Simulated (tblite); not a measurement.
C6H10N2Si.
Cartesian coordinates in Å at the GFN2-xTB level; atoms count from 1:
```
atom  x, y, z in Å
C1    -2.1517    0.0052   -0.1331
N2    -0.7561   -0.2613   -0.4158
C3    -0.5653   -1.6008   -0.9221
C4     0.0992   -0.0141    0.7292
C5     0.1123    1.4106    1.2323
C6     1.3707    1.8346    1.0891
Si7    1.9871    0.2204    0.3353
C8     2.3997    0.2934   -1.4799
N9     2.6811    0.3338   -2.5895
H10   -2.7380   -0.1915   -1.0299
H11   -2.2730    1.0537    0.1306
H12   -2.5457   -0.6158    0.6882
H13   -1.1853   -1.7401   -1.8064
H14   -0.8238   -2.3774   -0.1831
H15    0.4788   -1.7313   -1.2085
H16   -0.1304   -0.7169    1.5541
H17   -0.7332    1.9378    1.6461
H18    1.7755    2.7931    1.3693
H19    2.9883   -0.6243    0.9865
```

Method: GFN2-xTB as coded in tblite; computed harmonic values from a numerical Hessian at the method's own geometry, unscaled. Errors from tens to a few hundred cm⁻¹ against measured bands are possible. Modes of hydrogen on silicon can be 10 to 20 % off. One conformer, not necessarily the lowest.

Harmonic wavenumbers (cm⁻¹): 50.4, 65.6, 81.1, 162.9, 183.2, 218.5, 226.2, 294.2, 317.2, 341.2, 374.3, 415.7, 463.5, 514.6, 570.6, 615.8, 660.5, 702.3, 778.1, 832.9, 877.7, 919.2, 1001.3, 1036.1, 1062.6, 1077.3, 1092.2, 1134.6, 1154.9, 1227.4, 1239.9, 1264.3, 1294.9, 1410.8, 1425.1, 1484.7, 1485.8, 1492.4, 1499.8, 1596.7, 2258.5, 2348.4, 2731.3, 2828.7, 2840.5, 2995.5, 3010.8, 3017.2, 3028.9, 3068.1, 3089.1.

A = 1834, B = 1188, C = 849.4 MHz; mass 138.061 u (most abundant isotopes); point group C1, symmetry number 1.

Task: What is the zero-point energy?

Result: ½Σν̃ = 31932 cm⁻¹ = 381.99 kJ/mol.

Task: What is S at 350 K and 1 bar for an ideal gas of classical rigid rotors and harmonic oscillators?

Result: Translation 173.64, rotation 125.60, vibration 157.60: S = 456.8 J/(mol K).

Task: And Cp and H(350 K) − H(0)?

Result: Cp = 193.21 J/(mol K), of which vibrations give 159.95 (their classical limit is 51 R = 424.0); H(350 K) − H(0) = 40.61 kJ/mol without the zero-point energy, 28.97 from vibrations.

Task: Blend soft modes into free rotors: weight 1/[1 + (100 cm⁻¹/ν̃)⁴] for the oscillator and the rest for a rotor with moment μB/(μ + B), μ = h/(8π²ν), B = 10⁻⁴⁴ kg m². What vibrational entropy results?

Result: 144.94 J/(mol K) in place of 157.60, which changes −T·S at 350 K by +4.43 kJ/mol.

Task: How do the functions run with temperature in this model?

Result: 
```json
{"T (K)": "50", "S (J/(mol K))": "248.5", "Cp (J/(mol K))": "56.2", "H − H(0) (kJ/mol)": "2.13", "G − H(0) (kJ/mol)": "-10.29", "ln q(vib)": "0.55"}
{"T (K)": "100", "S (J/(mol K))": "295.6", "Cp (J/(mol K))": "82.6", "H − H(0) (kJ/mol)": "5.60", "G − H(0) (kJ/mol)": "-23.95", "ln q(vib)": "1.83"}
{"T (K)": "298.15", "S (J/(mol K))": "427.6", "Cp (J/(mol K))": "172.1", "H − H(0) (kJ/mol)": "31.13", "G − H(0) (kJ/mol)": "-96.36", "ln q(vib)": "7.52"}
{"T (K)": "373.15", "S (J/(mol K))": "469.5", "Cp (J/(mol K))": "202.2", "H − H(0) (kJ/mol)": "45.18", "G − H(0) (kJ/mol)": "-130.01", "ln q(vib)": "9.66"}
{"T (K)": "500", "S (J/(mol K))": "535.0", "Cp (J/(mol K))": "246.1", "H − H(0) (kJ/mol)": "73.72", "G − H(0) (kJ/mol)": "-193.79", "ln q(vib)": "13.20"}
{"T (K)": "750", "S (J/(mol K))": "647.4", "Cp (J/(mol K))": "308.0", "H − H(0) (kJ/mol)": "143.55", "G − H(0) (kJ/mol)": "-342.02", "ln q(vib)": "19.81"}
{"T (K)": "1000", "S (J/(mol K))": "742.0", "Cp (J/(mol K))": "348.9", "H − H(0) (kJ/mol)": "226.00", "G − H(0) (kJ/mol)": "-516.02", "ln q(vib)": "25.87"}
```

q(vib) and H(0) count from the zero-point level.

Task: What must be added to the electronic energy to get the Gibbs energy at 350 K and 1 bar?

Result: ZPE + [H(350 K) − H(0)] − T·S = 381.99 + 40.61 − 159.90 = 262.70 kJ/mol.

Hindered rotation and anharmonicity are outside this model. Other conformers, if any are populated, would add a mixing term that is left out. The structure is chiral; the term R ln 2 for an equal mix with its mirror image is left out.
